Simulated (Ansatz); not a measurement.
The same β-hydride elimination along the group B, Al, In.

Isolated molecules relaxed with PBE0-D4/def2-TZVP in Ansatz; ΔE leaves out vibrations. CCSD(T)/CBS adds triple-zeta CCSD(T) − MP2 to the extrapolated MP2 energy (def2 sets, frozen cores). This one scheme is used for every species. DFT in def2-TZVPP. def2 core potentials past Kr. For In outer-core shells are correlated without core-valence functions, which leaves a few kJ/mol of doubt a bond. One conformer a species, not always the lowest.

```
                                             reaction  PBE0-D4 (kJ/mol)  LDA (SPW92) (kJ/mol)  CCSD(T)/CBS(def2) (kJ/mol)
                 `CCBO[SiH3]` → `BO[SiH3]` + ethylene               170                   197                         149
`C[CH2][AlH][O][SiH3]` → `[AlH2][O][SiH3]` + ethylene               156                   179                         136
`C[CH2][InH][O][SiH3]` → `[SiH3][O][InH2]` + ethylene               139                   160                         128
```

Largest T1 diagnostic: 0.015, for `[SiH3][O][InH2]`.
